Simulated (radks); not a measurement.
Valence configurations of Ar II (all share [Ne]). Calculated with a radial shooting solver on a logarithmic mesh with Libxc functionals: Dirac Kohn-Sham, PBE, spin-unpolarised, spherical densities, finite nucleus; open shells fill j = l - 1/2 first; Fermi nuclear charge, rms radius 3.4274 fm. Energies are relative to 3s2 3p5; eigenvalues in eV.

| valence | E (eV) | e(3p1/2) | e(3p3/2) | e(3s1/2) |
|---|---|---|---|---|
| 3s2 3p5 | 0.000 | -22.242 | -22.043 | -36.686 |
| 3s1.5 3p5.5 | 7.331 | -22.525 | -22.324 | -37.006 |
| 3s1 3p6 | 14.681 | -22.801 | -22.599 | -37.318 |

NIST lists [Ne] 3s2 3p5 as the ground configuration; this level of theory agrees among the configurations tried. The energies are those of spherical spin-averaged densities, not of single terms.
